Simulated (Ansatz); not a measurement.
Basis-set series for `[C]#[C][GeH2][NH2]` radical. Charge 0, multiplicity 2. Geometry: relaxed with PBE0-D4/def2-TZVP. It is one conformer, not always the lowest.

```tsv
atom	x (Å)	y (Å)	z (Å)
C1	2.8506	-0.0375	-0.4702
C2	1.7143	-0.0131	-0.0434
Ge3	-0.0722	0.0268	0.6628
N4	-1.3474	-0.0170	-0.6477
H5	-0.2280	1.3393	1.4353
H6	-0.2448	-1.2178	1.5373
H7	-1.3310	0.7797	-1.2695
H8	-1.3415	-0.8606	-1.2045
```

| functional | basis | functions | energy (Eh) | HOMO (eV) | LUMO (eV) |
| --- | --- | --- | --- | --- | --- |
| PBE0-D4 | def2-SVP | 94 | -2209.41395 | -7.52 | -4.39 |
| PBE0-D4 | def2-TZVPP | 197 | -2209.83099 | -7.73 | -4.57 |
| ωB97M-V | def2-SVP | 94 | -2209.65681 | -9.82 | -2.48 |
| ωB97M-V | def2-TZVPP | 197 | -2210.07905 | -10.05 | -2.77 |

Q: Give the rows for def2-QZVPP. (Best estimate.)

A: Computed: 
| functional | basis | functions | energy (Eh) | HOMO (eV) | LUMO (eV) |
| --- | --- | --- | --- | --- | --- |
| PBE0-D4 | def2-QZVPP | 380 | -2209.88350 | -7.77 | -4.59 |
| ωB97M-V | def2-QZVPP | 380 | -2210.12977 | -10.08 | -2.82 |

HOMO and LUMO are taken over both spins. Scalar relativity is left out up to krypton.
